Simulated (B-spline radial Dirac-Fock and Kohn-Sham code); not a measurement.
**Atomic antimony: differential elastic cross section for electrons at 1.06 keV**

Level of theory: relativistic (Dirac) partial waves in the static field of the Dirac-Fock atom with Furness-McCarthy exchange, without polarisation or absorption potentials; a radial B-spline solver.

Input file task.json (cfg lists n, l and occupation; rrms is the nuclear radius in fm):

```json
{"items": [{
  "Z": 51,
  "q": 0,
  "cfg": [[1, 0, 2], [2, 0, 2], [2, 1, 6], [3, 0, 2], [3, 1, 6], [3, 2, 10], [4, 0, 2], [4, 1, 6], [4, 2, 10], [5, 0, 2], [5, 1, 3]],
  "A": 121,
  "rrms": 4.6802,
  "do": "elastic",
  "energies": [[1060.0, 0]],
  "theta": [5, 10, 15, 20, 25, 30, 35, 40, 45, 50, 55, 60, 65, 70, 75, 80, 85, 90, 95, 100, 105, 110, 115, 120, 125, 130, 135, 140, 145, 150, 155, 160, 165, 170, 175]
}]}
```

Run with: `python xray2_run.py task.json out`

```
θ (°)  dσ/dΩ (a₀²/sr)  Sherman function
    5            74.9             0.000
   10            17.8            -0.001
   15            5.74            -0.001
   20            2.44            -0.002
   25            1.27             0.000
   30           0.799             0.005
   35           0.566             0.011
   40           0.419             0.016
   45           0.316             0.016
   50           0.241             0.010
   55           0.185            -0.004
   60           0.145            -0.023
   65           0.117            -0.043
   70          0.0995            -0.056
   75          0.0914            -0.055
   80          0.0901            -0.038
   85          0.0925            -0.012
   90          0.0946             0.015
   95          0.0931             0.040
  100          0.0856             0.063
  105          0.0717             0.088
  110          0.0529             0.117
  115          0.0329             0.152
  120          0.0172             0.170
  125          0.0119             0.014
  130          0.0227            -0.131
  135          0.0542            -0.113
  140           0.108            -0.083
  145           0.184            -0.061
  150           0.277            -0.045
  155           0.381            -0.033
  160           0.486            -0.025
  165           0.582            -0.017
  170           0.659            -0.011
  175           0.709            -0.005
```

The total elastic cross section is 9.57 a₀², the first transport cross section 1.91 a₀² and the second, weighted with (3/2) sin²θ, 1.81 a₀². The mean deflection is ⟨1 − cos θ⟩ = 0.200, and 8.2 % of the collisions scatter beyond 90°.

On this grid of angles the cross section has minima near 80°, 125°, from interference among the few low partial waves with large phase shifts.

Phase shifts modulo π (rad) for κ = −1 to −5: -1.452, -0.133, 1.250, -0.240, -1.202.

Values without a named source are computed, but for edge energies of neutral atoms, which are taken from tables.
